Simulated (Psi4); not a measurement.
cyclopentadiene (C₅H₆), singlet, geometry from GFN2-xTB; B3LYP/6-31G in Psi4.

Here is a job for Psi4.
```
memory 2 GB

molecule {
0 1
C    -0.95598982    0.74046675   -0.18042087
C     0.31928344    1.14654821   -0.13970851
C     1.20795229   -0.02950479    0.09797824
C     0.23662075   -1.16012643    0.18479847
C    -1.00734246   -0.69251146    0.02117299
H    -1.82488021    1.35495894   -0.33600955
H     0.69211177    2.14781454   -0.25441902
H     1.78839080    0.07895790    1.01681441
H     1.92285294   -0.16960675   -0.71579165
H     0.53709637   -2.17783852    0.35412135
H    -1.91871680   -1.26351985    0.03236258
}

set {
  basis 6-31g
  d_convergence 1e-4
}

energy('b3lyp')
print_variables()
```

Question: What does Psi4 print? Leave out banner, timings and long lists.

Answer: 
```
   => Loading Basis Set <=

    Name: 6-31G
    Role: ORBITAL
    Keyword: BASIS

         ---------------------------------------------------------
                                   SCF
               by Justin Turney, Rob Parrish, Andy Simmonett
                          and Daniel G. A. Smith
                              RKS Reference
         ---------------------------------------------------------

  ==> Geometry <==

    Molecular point group: c1
    Full point group: C1

    Geometry (in Angstrom), charge = 0, multiplicity = 1:

       Center              X                  Y                   Z               Mass
    ------------   -----------------  -----------------  -----------------  -----------------
         C           -0.938010347843     0.740027594748    -0.178962537703    12.000000000000
         C            0.337262912157     1.146109054748    -0.138250177703    12.000000000000
         C            1.225931762157    -0.029943945252     0.099436572297    12.000000000000
         C            0.254600222157    -1.160565585252     0.186256802297    12.000000000000
         C           -0.989362987843    -0.692950615252     0.022631322297    12.000000000000
         H           -1.806900737843     1.354519784748    -0.334551217703     1.007825032230
         H            0.710091242157     2.147375384748    -0.252960687703     1.007825032230
         H            1.806370272157     0.078518744748     1.018272742297     1.007825032230
         H            1.940832412157    -0.170045905252    -0.714333317703     1.007825032230
         H            0.555075842157    -2.178277675252     0.355579682297     1.007825032230
         H           -1.900737327843    -1.263959005252     0.033820912297     1.007825032230

  Running in c1 symmetry.

  Rotational constants: A =      0.28477  B =      0.28150  C =      0.14535 [cm^-1]
  Rotational constants: A =   8537.04832  B =   8439.03013  C =   4357.52931 [MHz]
  Nuclear repulsion =  157.907728544723994

  Charge       = 0
  Multiplicity = 1
  Electrons    = 36
  Nalpha       = 18
  Nbeta        = 18

  ==> Algorithm <==

  SCF Algorithm Type is DF.
  DIIS enabled.
  MOM disabled.
  Fractional occupation disabled.
  Guess Type is SAD.
  Energy threshold   = 1.00e-06
  Density threshold  = 1.00e-04
  Integral threshold = 1.00e-12

  ==> Primary Basis <==

  Basis Set: 6-31G
    Blend: 6-31G
    Number of shells: 37
    Number of basis functions: 57
    Number of Cartesian functions: 57
    Spherical Harmonics?: false
    Max angular momentum: 1

  ==> DFT Potential <==

   => LibXC <=

    Version 7.1.2
    S. Lehtola, C. Steigemann, M. J. T. Oliveira, and M. A. L. Marques,  SoftwareX 7, 1–5 (2018) (10.1016/j.softx.2017.11.002)

   => Composite Functional: B3LYP <=

    B3LYP Hyb-GGA Exchange-Correlation Functional

    P. J. Stephens, F. J. Devlin, C. F. Chabalowski, and M. J. Frisch,  J. Phys. Chem. 98, 11623 (1994) (10.1021/j100096a001)

    Deriv               =              1
    GGA                 =           TRUE
    Meta                =          FALSE

    Exchange Hybrid     =           TRUE
    MP2 Hybrid          =          FALSE

   => Exchange Functionals <=

    0.0800   Slater exchange
    0.7200         Becke 88

   => Exact (HF) Exchange <=

    0.2000               HF

   => Correlation Functionals <=

    0.1900   Vosko, Wilk & Nusair (VWN5_RPA)
    0.8100   Lee, Yang & Parr

   => LibXC Density Thresholds  <==

    XC_HYB_GGA_XC_B3LYP:  1.00E-15

   => Molecular Quadrature <=

    Radial Scheme          =       TREUTLER
    Pruning Scheme         =           NONE
    Nuclear Scheme         =       TREUTLER

    Blocking Scheme        =         OCTREE
    BS radius alpha        =              1
    Pruning alpha          =              1
    Radial Points          =             75
    Spherical Points       =            302
    Total Points           =         232708
    Total Blocks           =           1773
    Max Points             =            256
    Max Functions          =             57
    Weights Tolerance      =       1.00E-15

   => Loading Basis Set <=

    Name: (6-31G AUX)
    Role: JKFIT
    Keyword: DF_BASIS_SCF

  ==> Integral Setup <==

  SCF_SUBTYPE=INCORE selected. In-core MEM_DF algorithm will be used.
  Using in-core AOs.

  ==> MemDFJK: Density-Fitted J/K Matrices <==

    J tasked:                   Yes
    K tasked:                   Yes
    wK tasked:                   No
    Algorithm:                 Core
    Schwarz Cutoff:           1E-12
    Mask sparsity (%):       0.3078
    Fitting Condition:        1E-10

   => Auxiliary Basis Set <=

  Basis Set: (6-31G AUX)
    Blend: CC-PVDZ-JKFIT
    Number of shells: 174
    Number of basis functions: 555
    Number of Cartesian functions: 555
    Spherical Harmonics?: false
    Max angular momentum: 3

  Minimum eigenvalue in the overlap matrix is 1.9088157676E-03.
  Reciprocal condition number of the overlap matrix is 3.3276664161E-04.
    Using symmetric orthogonalization.

  ==> Pre-Iterations <==

  SCF Guess: Superposition of Atomic Densities via on-the-fly atomic UHF (no occupation information).

   -------------------------
    Irrep   Nso     Nmo
   -------------------------
     A         57      57
   -------------------------
    Total      57      57
   -------------------------

  ==> Iterations <==

                           Total Energy        Delta E     RMS |[F,P]|

   @DF-RKS iter SAD:  -193.73359741885292   -1.93734e+02   0.00000e+00
   @DF-RKS iter   1:  -193.75076354926682   -1.71661e-02   1.24302e-02 DIIS/ADIIS
   @DF-RKS iter   2:  -193.68691203474080    6.38515e-02   1.39566e-02 DIIS/ADIIS
   @DF-RKS iter   3:  -194.05318955048645   -3.66278e-01   6.28781e-04 DIIS/ADIIS
   @DF-RKS iter   4:  -194.05281556009757    3.73990e-04   7.95002e-04 DIIS/ADIIS
   @DF-RKS iter   5:  -194.05394218412982   -1.12662e-03   7.50081e-05 DIIS
   @DF-RKS iter   6:  -194.05395029303247   -8.10890e-06   3.31242e-05 DIIS
   @DF-RKS iter   7:  -194.05395215184387   -1.85881e-06   1.76017e-06 DIIS
   @DF-RKS iter   8:  -194.05395215837046   -6.52659e-09   3.37708e-07 DIIS
  Energy and wave function converged.

  ==> Post-Iterations <==

   Electrons on quadrature grid:
      Ntotal   =   35.9999498230 ; deviation = -5.018e-05

    Orbital Energies [Eh]
    ---------------------

    Doubly Occupied:

       1A    -10.179859     2A    -10.171710     3A    -10.171595
       4A    -10.170952     5A    -10.170803     6A     -0.862158
       7A     -0.705879     8A     -0.703770     9A     -0.550555
      10A     -0.527415    11A     -0.515293    12A     -0.438088
      13A     -0.397294    14A     -0.374473    15A     -0.358356
      16A     -0.354200    17A     -0.298363    18A     -0.213079

    Virtual:

      19A     -0.008145    20A      0.095423    21A      0.115971
      22A      0.146835    23A      0.170172    24A      0.177228
      25A      0.178982    26A      0.180723    27A      0.213690
      28A      0.245611    29A      0.344950    30A      0.362174
      31A      0.454925    32A      0.553502    33A      0.569455
      34A      0.610064    35A      0.611712    36A      0.624977
      37A      0.644453    38A      0.646735    39A      0.656423
      40A      0.687232    41A      0.716930    42A      0.768420
      43A      0.774866    44A      0.865882    45A      0.875381
      46A      0.891822    47A      0.907082    48A      0.932021
      49A      0.957784    50A      0.960920    51A      0.990179
      52A      1.092244    53A      1.176177    54A      1.251501
      55A      1.334153    56A      1.516231    57A      1.539938

    Final Occupation by Irrep:
              A
    DOCC [    18 ]
    NA   [    18 ]
    NB   [    18 ]

  @DF-RKS Final Energy:  -194.05395215837046

   => Energetics <=

    Nuclear Repulsion Energy =            157.9077285447239944
    One-Electron Energy =                -572.4812160099579614
    Two-Electron Energy =                 244.3204213133977021
    DFT Exchange-Correlation Energy =     -23.8008860065342347
    Empirical Dispersion Energy =           0.0000000000000000
    VV10 Nonlocal Energy =                  0.0000000000000000
    Total Energy =                       -194.0539521583704641

Computation Completed

Properties will be evaluated at   0.000000,   0.000000,   0.000000 [a0]

Properties computed using the SCF density matrix

 Multipole Moments:

 ------------------------------------------------------------------------------------
     Multipole            Electronic (a.u.)      Nuclear  (a.u.)        Total (a.u.)
 ------------------------------------------------------------------------------------

 L = 1.  Multiply by 2.5417464519 to convert [e a0] to [Debye]
 Dipole X            :         -1.0223055            1.2231461            0.2008407
 Dipole Y            :          0.0249703           -0.0298759           -0.0049056
 Dipole Z            :         -0.0829202            0.0992106            0.0162904
 Magnitude           :                                                    0.2015600

 ------------------------------------------------------------------------------------

  Variable Map:
  ----------------------------------------------------------------------------
  "CURRENT ENERGY"              =>    -194.053952158370
  "CURRENT REFERENCE ENERGY"    =>    -194.053952158370
  "DD SOLVATION ENERGY"         =>       0.000000000000
  "DFT FUNCTIONAL TOTAL ENERGY" =>    -194.053952158370
  "DFT TOTAL ENERGY"            =>    -194.053952158370
  "DFT VV10 ENERGY"             =>       0.000000000000
  "DFT XC ENERGY"               =>     -23.800886006534
  "GRID ELECTRONS ALPHA"        =>      17.999974911507
  "GRID ELECTRONS BETA"         =>      17.999974911507
  "GRID ELECTRONS TOTAL"        =>      35.999949823013
  "NUCLEAR REPULSION ENERGY"    =>     157.907728544724
  "ONE-ELECTRON ENERGY"         =>    -572.481216009958
  "PCM POLARIZATION ENERGY"     =>       0.000000000000
  "PE ENERGY"                   =>       0.000000000000
  "SCF ITERATION ENERGY"        =>    -194.053952158370
  "SCF ITERATIONS"              =>       8.000000000000
  "SCF TOTAL ENERGY"            =>    -194.053952158370
  "TWO-ELECTRON ENERGY"         =>     244.320421313398
  "XC GRID RADIAL POINTS"       =>      75.000000000000
  "XC GRID SPHERICAL POINTS"    =>     302.000000000000
  "XC GRID TOTAL POINTS"        =>  232708.000000000000

  Array Variable Map:
  ----------------------------------------------------------------------------
  "CURRENT DIPOLE"              =>       0.200840662737 ... 0.016290390270 1 by 3
  "SCF DIPOLE"                  =>       0.200840662737 ... 0.016290390270 1 by 3
  "SCF TOTAL ENERGIES"          =>    -193.733597418853 ... -194.053952158370 1 by 9
```
